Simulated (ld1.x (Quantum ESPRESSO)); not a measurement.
## Transferability test, TM potential for scandium

ld1.x (Quantum ESPRESSO) 7.5 input, shortened:

```
&input
   title='Sc', zed=21., rel=1, dft='PBE', iswitch=3,
   config='[Ar] 3d1 4s2 4p0'
 /
 &inputp
   pseudotype=2, tm=.true., lloc=0,
   nlcc=.true.
 /
3
4P  2  1   0.00   0.00  4.20  4.20  0.0
3D  3  2   1.00   0.00  2.65  2.65  0.0
4S  1  0   2.00   0.00  2.75  2.75  0.0
 &test
   configts(1)='3d1 4s2 4p0'
 /
```

Energies are relative to the spin-unpolarised reference configuration 3d1 4s2 4p0; without spin polarisation the order of configurations can differ from experiment.

```tsv
valence configuration	charge	ΔE all-electron (eV)	error AE − PS (meV)
3d1 4s1 4p0	+1	6.897	-1.8
3d1 4s0 4p0	+2	19.665	-24
3d1 4s1.5 4p0	+0.5	2.754	-0.3
3d2 4s1 4p0	0	1.668	-59
3d2 4s0 4p0	+1	7.578	-74
```

**Question.** What are ΔE and the potential's error for 3d1.5 4s1.5 4p0?

**Answer.** ΔE = 0.680 eV all-electron; the error (AE − PS) is -16 meV.

**Question.** What are ΔE and the potential's error for 3d1 4s1 4p1?

**Answer.** ΔE = 2.779 eV all-electron; the error (AE − PS) is -1.3 meV.
